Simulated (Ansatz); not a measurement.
Mulliken charges of ClGaH4SeSi, SMILES `[SiH3][Se][GaH][Cl]` from PBE/def2-TZVPP in Ansatz (PBE0-D4/def2-TZVP geometry).

| atom | x (Å) | y (Å) | z (Å) | charge (e) |
| --- | --- | --- | --- | --- |
| Si1 | -1.467 | -0.293 | -0.524 | 0.172 |
| Se2 | 0.510 | 0.470 | -1.384 | -0.167 |
| Ga3 | 1.710 | 0.348 | 0.585 | 0.350 |
| Cl4 | 3.751 | 0.971 | 0.394 | -0.245 |
| H5 | -1.306 | -0.591 | 0.922 | -0.030 |
| H6 | -1.866 | -1.525 | -1.248 | -0.033 |
| H7 | -2.509 | 0.746 | -0.709 | -0.034 |
| H8 | 1.176 | -0.126 | 1.964 | -0.013 |

Task: By hand: the dipole of these point charges (1 e Å = 4.8032 D).

Result: Σ q r = (-0.487, -0.201, 0.261) e Å, of length 0.588 e Å = 2.82 D.

Task: How does the dipole of the full density compare? (An estimate is asked.)

Result: The calculation gave: (-0.417, -0.148, 0.126) e Å, 2.21 D; the point charges give 1.28 times that, at 11° from its direction.

Point charges leave out the atoms' own dipoles, such as those of lone pairs, and Mulliken's split depends on the basis, so the two needn't agree.
